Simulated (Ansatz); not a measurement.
Reaction (hydrogen abstraction from the In–H bond): `[F][InH2]` + F• → `[F][InH]`• + H–F

Calculated with Ansatz (gas phase, PBE0-D4/def2-TZVP geometries, no zero-point term in ΔE). CBS: MP2 limit from def2 TZ/QZ plus the TZ coupled-cluster correction, frozen cores. This one scheme is used for every species, atoms too. DFT in def2-TZVPP. B3LYP here is the variant with VWN-RPA as its local correlation; programs differ in this. No spin–orbit coupling; open shells (•) take unrestricted orbitals. Spin–orbit coupling would lower the free atoms: a little for F. Elements past krypton have def2 core potentials. For In outer-core shells are correlated without core-valence functions, so the limit isn't a true one: a few kJ/mol of doubt a bond, and 10 to 20 or more in all where bonds break to atoms.

`[F][InH2]`:

Z-matrix (Å, degrees):
```
In
F 1 1.961
H 1 1.702 2 110.4
H 1 1.702 2 110.4 3 180.0
```

`[F][InH]`•:

```xyz
3

F    -0.011   -0.291   -1.618
In   -0.350   -0.500    0.311
H     0.361    0.791    1.307
```

H–F:

```xyz
2

F     0.454   -0.067    0.024
H    -0.454    0.067   -0.024
```

```csv
level,ΔE (kJ/mol)
r2SCANh-D4,-277.6
B3LYP,-285.8
CAM-B3LYP,-279.8
MP2/def2-SVP,-270.4
CCSD/def2-SVP,-243.6
CCSD(T)/def2-SVP,-246.3
CCSD(T)/def2-TZVPP,-270.7
CCSD/def2-QZVPP,-270.9
```

Question: What does CCSD(T)/CBS give? (Estimate.)

Answer: Ansatz gave: -284.3 kJ/mol. The listed levels differ from it by 6.7, -1.5, 4.5, 13.9, 40.7, 38.0, 13.6, 13.4 kJ/mol.

Largest T1 diagnostic among the species: 0.021.

From r2SCAN to r2SCAN0 (25 % exact exchange), in def2-TZVPP and without D4, ΔE moves by +18.2 kJ/mol. Leaving LDA and LC-ωPBE aside and taking each functional with its dispersion term where it has one, the values, not all of them listed here, spread over 56.7 kJ/mol, from PBE-D4 to BHLYP-D4. LDA lies −41.9 kJ/mol from PBE without D4. At CCSD(T), def2-SVP lies +37.9 kJ/mol from the extrapolated value and def2-TZVPP +13.6 kJ/mol.

CCSD(T)/CBS has its own doubt, a few kJ/mol and more with outer-core shells, so smaller differences from it don't rank the levels.
